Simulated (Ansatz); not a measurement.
`B[N]([GeH3])C=C` → B• + 2 C• + Ge• + 8 H• + N•  (atomization)

Gas-phase electronic energies from Ansatz, PBE0-D4/def2-TZVP geometries. CCSD(T)/CBS adds triple-zeta CCSD(T) − MP2 to the extrapolated MP2 energy (def2 sets, frozen cores). This one scheme is used for every species, atoms too. DFT in def2-TZVPP. B3LYP here is the variant with VWN-RPA as its local correlation; programs differ in this. Open shells (•) are unrestricted, without spin–orbit coupling. Spin–orbit coupling would lower the free atoms: a little for B, C; clearly for Ge. For Ge outer-core shells are correlated without core-valence functions, so the limit isn't a true one: a few kJ/mol of doubt a bond, and 10 to 20 or more in all where bonds break to atoms. Scalar relativity is left out up to krypton. One conformer a species, not always the lowest.

```
             level  ΔE (kJ/mol)  difference from CCSD(T)/CBS
            PBE-D4       4789.1                         82.6
         r2SCAN-D4       4721.0                         14.5
           PBE0-D4       4720.8                         14.3
          B3LYP-D4       4728.2                         21.7
           ωB97X-V       4726.8                         20.3
           ωB97M-V       4717.4                         10.9
            B2PLYP       4672.2                        -34.3
               PBE       4760.6                         54.1
            r2SCAN       4713.9                          7.4
              PBE0       4696.7                         -9.8
             B3LYP       4682.4                        -24.1
     HF/def2-TZVPP       3470.6                      -1235.9
    MP2/def2-TZVPP       4647.0                        -59.5
SCS-MP2/def2-TZVPP       4648.5                        -58.0
   CCSD/def2-TZVPP       4537.0                       -169.5
CCSD(T)/def2-TZVPP       4604.5                       -102.0
     HF/def2-QZVPP       3475.1                      -1231.4
    MP2/def2-QZVPP       4707.1                          0.6
SCS-MP2/def2-QZVPP       4719.0                         12.5
      HF/CBS(def2)       3475.8                      -1230.7
     MP2/CBS(def2)       4749.0                         42.5
    CCSD/CBS(def2)       4639.0                        -67.5
       CCSD(T)/CBS       4706.5                            0
```

Largest T1 diagnostic among the species: 0.014.

From PBE to PBE0 (25 % exact exchange), in def2-TZVPP and without D4, ΔE moves by −63.9 kJ/mol: exact exchange takes away binding that semilocal exchange gives to molecules. The D4 term adds +45.9 kJ/mol with B3LYP and +24.1 kJ/mol with PBE0; it sums over pairs of atoms, weighted by their polarisabilities, and B3LYP, whose exchange is more repulsive, gets the larger term.

For atomizations the MP2-based limit and the directly extrapolated one differ by several kJ/mol either way, and by 10 to 25 for some Ge, Se and Sn compounds, so smaller differences from it don't rank the levels.
